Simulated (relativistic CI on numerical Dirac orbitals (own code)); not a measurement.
**Ni+: K-beta X-ray emission**

Computed with this model: Dirac-Coulomb-Breit CI, orbitals from a KLI potential per configuration, model QED, valence Slater integrals scaled by 0.9, multiplet model of X-ray emission after core ionisation; configurations [Ar] 3d9 → 1s 2s2 2p6 3s2 3p6 3d9 → [Ne] 3s2 3p5 3d9; 300 K; Lorentzian 1.6 eV and Gaussian 1 eV FWHM. Energies are those of the free ion, without screening or charge transfer. S is read from ⟨S²⟩ = S(S + 1).

Field parameters in Wybourne normalisation: D3d B²₀ = −7Dσ, B⁴₀ = −14Dq − 21Dτ, B⁴₃ = −14√(10/7) Dq; Oh B⁴₀ = 21Dq, B⁴₄ = √(5/14) B⁴₀; Td as Oh with Dq negative (B⁴₀ = 21Dq, B⁴₄ = √(5/14) B⁴₀). The field is a parameter set, without covalency.

free ion: ground-state S = 0.50, centroid 8261.03 eV. Peaks (eV, height): 8252.6 (38), 8259.8 (93), 8265.4 (100).

Oh, 10Dq = 6700 cm⁻¹: ground-state S = 0.50, centroid 8260.95 eV. Peaks (eV, height): 8252.8 (35), 8259.6 (77), 8265.0 (100).

D3d, 10Dq = 17650, Dσ = -450, Dτ = 160 cm⁻¹: ground-state S = 0.50, centroid 8261.06 eV. Peaks (eV, height): 8253.0 (28), 8259.0 (54), 8264.4 (100).

D3d, 10Dq = 8850, Dσ = 880, Dτ = 420 cm⁻¹: ground-state S = 0.50, centroid 8260.96 eV. Peaks (eV, height): 8253.0 (33), 8259.4 (68), 8264.8 (100).

D3d, 10Dq = 4850, Dσ = -1180, Dτ = -450 cm⁻¹: ground-state S = 0.50, centroid 8261.06 eV. Peaks (eV, height): 8252.6 (36), 8259.6 (88), 8265.2 (100).

Td, 10Dq = -6300 cm⁻¹: ground-state S = 0.50, centroid 8261.38 eV. Peaks (eV, height): 8252.6 (25), 8259.6 (91), 8265.2 (100).

Strongest unbroadened transitions for D3d, 10Dq = 8850, Dσ = 880, Dτ = 420 cm⁻¹:

| Energy (eV) | Relative strength |
| --- | --- |
| 8253.09 | 51.1 |
| 8253.14 | 100.0 |
| 8258.44 | 45.8 |
| 8259.13 | 36.5 |
| 8259.26 | 33.8 |
| 8259.36 | 47.6 |
| 8259.73 | 33.8 |
| 8259.84 | 44.5 |
| 8264.06 | 46.8 |
| 8264.07 | 32.8 |
| 8264.30 | 29.8 |
| 8264.52 | 52.3 |
| 8264.55 | 71.0 |
| 8264.83 | 28.4 |
| 8264.93 | 56.4 |
| 8265.17 | 79.5 |
| 8265.24 | 83.7 |
| 8265.32 | 31.4 |
